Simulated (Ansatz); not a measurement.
Ansatz (an electronic-structure program) input (RI-MP2/cc-pVQZ):
A basis named .json is the Basis Set Exchange file of that set.

Ansatz 0.2 input:
```yaml
crystal:
  periodic: [false, false, false]
  atoms:
    - {symbol: As, position_ang: [-0.00000000, -0.00000000, -1.10270581]}
    - {symbol: As, position_ang: [0.00000000, 0.00000000, 1.10270581]}
basis:
  gaussian:
    orbitals: cc-pVQZ
    fitting: {mean_field: def2-universal-jkfit, correlation: cc-pVQZ-RIFIT.json}
total_charge: 1
magnetization: {spin_polarized: true, initial_magnetization: 1}
correlation: {method: mp2, electrons: outside_noble_gas}
```

End of the output:

```
integrals: 0.09 GiB planned
532 factors; integrals over basis functions are off by at most 3.0e-1 eV
452 factors; integrals over basis functions are off by at most 1.0e2 eV
mean field: 0.49 GiB planned
mean field evaluation 1: about -121583.7069 eV, gradient 1.0e1 eV
mean field evaluation 2: about -121584.2806 eV, gradient 4.5e0 eV
mean field evaluation 4: about -121584.4001 eV, gradient 4.5e-1 eV
mean field evaluation 8: about -121584.4015 eV, gradient 4.3e-3 eV
mean field evaluation 16: about -121584.4015 eV, gradient 1.1e-5 eV
mean field evaluation 32: about -121584.9322 eV, gradient 7.1e0 eV
mean field evaluation 64: about -121582.8959 eV, gradient 1.2e1 eV
mean field evaluation 96: about -121585.4680 eV, gradient 4.5e-1 eV
mean field evaluation 128: about -121583.8474 eV, gradient 7.1e0 eV
mean field -121585.78004300 eV, -4468.1950027786 hartree, gradient 1.9e-6 eV, S^2 1.332534; 23 other end points of the search recorded, 0 dependent functions left out
28 core orbitals not correlated
reference -121585.78004300 eV, -4468.1950027786 hartree; 5, 4 occupied and 103, 104 virtual orbitals, 452 factors
second order -5.17752504 eV of doubles, -0.00000000 eV of singles
Total energy: -121590.95756804 eV, -4468.3852733145 hartree
```

The determinant is spin-contaminated: <S^2> is 1.33 against 0.75 for a pure state.
